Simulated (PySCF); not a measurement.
Potassium fluoride, KF.
Structure used (PBE0-D3(BJ)/def2-TZVP), in Å, numbered top down from 1:
```xyz
2
KF angstrom
F      1.103   -0.029    0.000
K     -1.085    0.000   -0.013
```

Level: wB97X-D/pcSseg-2 in PySCF, non-relativistic, on one gas-phase PBE0-D3(BJ)/def2-TZVP geometry that isn't relaxed in the solvent. The solvent is an IEF-PCM continuum (cavity from Bondi-type radii × 1.2). Specific hydrogen bonds and non-electrostatic terms are outside this model.

Gas phase at wB97X-D/pcSseg-2: HOMO -8.44 eV, LUMO 0.17 eV, dipole 8.59 D.

Problem. What does the continuum do to the energy, the frontier levels and the dipole at wB97X-D/pcSseg-2 in chloroform?

Solution. 
```csv
solvent,ε,E(solvent) − E(gas) (kcal/mol),polarisation term (kcal/mol),distortion of the solute (kcal/mol),HOMO (eV),LUMO (eV),dipole (D)
chloroform,4.711,-13.88,-14.78,0.90,-9.56,0.52,9.14
```

The polarisation term is half the interaction of the solute with the surface charges that it induces; the rest is the cost of distorting the solute's density. The sum is the electrostatic part of solvation alone.

Problem. Which radius a makes the point-dipole formula ΔE = −[(ε − 1)/(2ε + 1)]·μ²/a³ give the value in chloroform, with the gas-phase dipole?

Solution. μ = 3.378 au and |ΔE| = 0.02211 Eh give a = 3.01 Å; the farthest nucleus lies 1.09 Å from the centroid of the nuclei. The formula assumes a rigid point dipole at the centre of a sphere.

Problem. Give the dipole vector in the frame of the coordinates (D, pointing from negative to positive charge), gas and chloroform.

Solution. Gas (-8.59, 0.11, -0.05), solvent (-9.13, 0.12, -0.05). Its length changes by +6 % and its direction by less than 1°.

Time: 1.5 s of wall time; peak memory 0.33 GiB. Hardware: Arm Neoverse V1, one thread (shared host). This is the whole shielding run at wB97X-D/pcSseg-2 in chloroform, SCF included.

Note: wB97X-D ran without an empirical dispersion term, which enters the total energy and its gradient alone.
